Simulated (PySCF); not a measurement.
Compound: cyclo-(H2SnSe)2.
Bonds: Sn1–Se4, Sn1–Se8, Se4–Sn5, Sn5–Se8. Hydrogens: H2, H3 on Sn1; H6, H7 on Sn5.

Computed with PySCF, PBE0-D3(BJ)/def2-SVP geometry optimisation, gas phase, def2 core potentials past Kr.

Task: List the bond lengths, angles and torsions at this level.

Result: 
```json
{"bond": "Sn1–H2 and 3 like bonds", "length (bohr)": "3.240"}
{"bond": "Sn1–Se4 and 3 like bonds", "length (bohr)": "4.835"}
```

Bonds in one row agree within 0.02 bohr and their mean is given. A selection of angles:
```json
{"angle": "H2–Sn1–H3", "degrees": "111.6"}
{"angle": "H2–Sn1–Se4", "degrees": "111.6"}
{"angle": "Se4–Sn1–Se8", "degrees": "97.4"}
{"angle": "Sn1–Se4–Sn5", "degrees": "82.6"}
```

Torsions: Se8–Sn1–Se4–Sn5 0° (synperiplanar); Se4–Sn1–Se8–Sn5 0° (synperiplanar); Sn1–Se4–Sn5–Se8 0° (synperiplanar); Se4–Sn5–Se8–Sn1 0° (synperiplanar).

Se4 (selenium bonded to 2 Sn) is bent (angle 82.6°). The 4 heavy atoms lie in one plane (0.000 Å rms). Sn1 (tin bonded to 2 Se and 2 H) is distorted tetrahedral (angles from 97.4° to 111.9°).

Point group: D2h (tolerance 0.08 Å). Whether it is a minimum is left open (no frequencies). One conformer, not necessarily the lowest.

Time: 2.8 min of wall time; peak memory 0.58 GiB. Hardware: Arm Neoverse V1, one thread, no GPU, on a shared host. That covers the optimisation of the geometry.
